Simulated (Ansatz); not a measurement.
Input file:

```yaml
crystal:
  periodic: [false, false, false]
  atoms:
    - { symbol: Ga, position_ang: [0.0, 0.0, 0.0] }
    - { symbol: Cl, position_ang: [0.0, 0.0, 2.59] }
    - { symbol: "N", position_ang: [1.6714, 0.0, -0.965] }
    - { symbol: H, position_ang: [2.138, -0.9179, -1.2168] }
    - { symbol: H, position_ang: [2.1227, 0.9179, -1.2432] }
    - { symbol: "N", position_ang: [-1.6714, 0.0, -0.965] }
    - { symbol: H, position_ang: [-2.3403, -0.8164, -0.8664] }
    - { symbol: H, position_ang: [-1.9204, 0.8164, -1.5936] }
    - { symbol: H, position_ang: [0.0838, 1.7726, 0.5897] }
    - { symbol: H, position_ang: [0.0713, 1.5086, 1.5637] }
basis:
  gaussian: { orbitals: def2-SVP }
hamiltonian:
  xc: hf
relax:
  f_tol: 0.15
  max_steps: 25
  restrain:
    - { distance: [0, 8], at: 2.77, k: 30.0 }
    - { distance: [9, 1], at: 2.57, k: 30.0 }
    - { distance: [0, 1], at: 2.24, k: 30.0 }
    - { distance: [9, 8], at: 0.66, k: 30.0 }
```

Run as:

```bash
$ ansatz run input.yaml --threads 2 --pin off --max-ram 3072MiB --backend cpu --events-out ev --progress --plain --runs-dir out
```

Hardware: 2 threads of Intel(R) Xeon(R) Processor @ 2.50GHz (Skylake/Cascade Lake), with other jobs on the host.

**Question.** Roughly how long does this run take, and how much memory?

**Answer.** 90 s, with a peak of 0.25 GiB, for 15 ionic steps.
